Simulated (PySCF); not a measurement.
A structure optimised at PBE-D3(BJ)/def2-SVP, used in a PySCF frequency run:

```
Mo
O 1 1.6800
O 1 1.8785 2 109.19
H 3 0.9779 1 119.98 2 44.06
O 1 1.8792 2 100.97 3 -98.86
H 5 0.9803 1 119.61 2 -132.24
O 1 1.8906 2 97.70 5 -162.73
H 7 0.9800 1 118.54 2 136.86
Cl 6 2.4353 5 99.05 1 12.91
```

Write its SMILES and formula.

[O]=[Mo]([OH])([OH])([OH])[Cl], ClH₃MoO₄

What are its rotational constants (standard atomic weights)?

2.7180, 1.6405, 1.4144 GHz
